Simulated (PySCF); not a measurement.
A structure optimised at PBE-D3(BJ)/def2-SVP, used in a PySCF frequency run:

```
Ge
F 1 1.7403
F 1 1.7403 2 104.03
O 1 1.7640 2 110.43 3 118.50
H 4 0.9783 1 110.29 2 -57.26
Br 1 2.2690 2 111.17 3 -119.74
```

Task: Write its SMILES, formula and point group.

Result: [OH][Ge]([F])([F])[Br], BrF₂GeHO, Cs

Task: What are its rotational constants (standard atomic weights)?

Result: 3.4401, 1.2548, 1.2427 GHz
